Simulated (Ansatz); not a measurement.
Reaction (formal exchange of groups at the Si–C bond): `NBC[SiH2]Cl` + `NCS` → `NC(S)[SiH2]Cl` + `CBN`

Calculated with Ansatz (gas phase, PBE0-D4/def2-TZVP geometries, no zero-point term in ΔE). CCSD(T)/CBS adds triple-zeta CCSD(T) − MP2 to the extrapolated MP2 energy (def2 sets, frozen cores). Functionals use def2-TZVPP. One conformer a species, not always the lowest.

`NBC[SiH2]Cl`:

Cartesian coordinates in Å:
```
N 1.983 0.329 0.172
B 0.727 0.822 0.505
C -0.484 -0.135 0.790
Si -1.482 -0.463 -0.744
Cl -0.342 -1.544 -2.087
H 2.760 0.925 -0.052
H 2.187 -0.653 0.080
H 0.587 2.013 0.535
H -0.179 -1.113 1.179
H -1.181 0.312 1.507
H -1.889 0.789 -1.426
H -2.687 -1.281 -0.459
```

`NCS`:

Cartesian coordinates in Å:
```
N -0.447 1.047 0.018
C -0.231 -0.359 0.270
S 0.157 -1.288 -1.234
H -0.733 1.519 0.868
H 0.401 1.490 -0.312
H -1.164 -0.796 0.633
H 0.546 -0.594 1.007
H 1.472 -1.018 -1.251
```

`NC(S)[SiH2]Cl`:

Z-matrix (Å, degrees):
```
C
S 1 1.805
Si 1 1.897 2 105.4
N 1 1.453 2 111.5 3 -126.8
H 1 1.095 2 107.9 3 114.1
H 2 1.345 1 97.1 3 -165.8
Cl 3 2.063 1 106.7 2 -171.1
H 3 1.483 1 110.4 2 -54.4
H 3 1.481 1 112.8 2 70.9
H 4 1.014 1 110.4 2 55.4
H 4 1.015 1 110.5 2 174.7
```

`CBN`:

Z-matrix (Å, degrees):
```
C
B 1 1.568
H 1 1.095 2 110.4
H 1 1.096 2 110.3 3 116.2
H 1 1.094 2 114.3 3 -121.9
N 2 1.392 1 122.0 3 122.1
H 2 1.202 1 121.0 3 -57.9
H 6 1.005 2 123.2 1 180.0
H 6 1.007 2 123.1 1 -0.0
```

Task: Is it downhill or uphill in electronic energy at CCSD(T)/CBS, and by how much? (Best estimate.)

Result: Computed: Uphill: ΔE = +0.19 eV.

Task: What do these levels give: PBE0-D4, ωB97M-V, PBE, PBE0, HF/def2-TZVPP, MP2/def2-TZVPP, CCSD(T)/def2-TZVPP, HF/def2-QZVPP, MP2/def2-QZVPP, SCS-MP2/def2-QZVPP, HF/CBS(def2), MP2/CBS(def2)? (Estimate.)

Result: Ansatz gave: PBE0-D4 0.19, ωB97M-V 0.19, PBE 0.16, PBE0 0.20, HF/def2-TZVPP 0.28, MP2/def2-TZVPP 0.19, CCSD(T)/def2-TZVPP 0.20, HF/def2-QZVPP 0.29, MP2/def2-QZVPP 0.19, SCS-MP2/def2-QZVPP 0.20, HF/CBS(def2) 0.29, MP2/CBS(def2) 0.18 eV.

Largest T1 diagnostic among the species: 0.011.

From PBE to PBE0 (25 % exact exchange), in def2-TZVPP and without D4, ΔE moves by +0.04 eV. In def2-TZVPP, CCSD(T) changes the Hartree–Fock value by −0.08 eV (the triples alone add −0.02 eV) and MP2 by −0.09 eV.
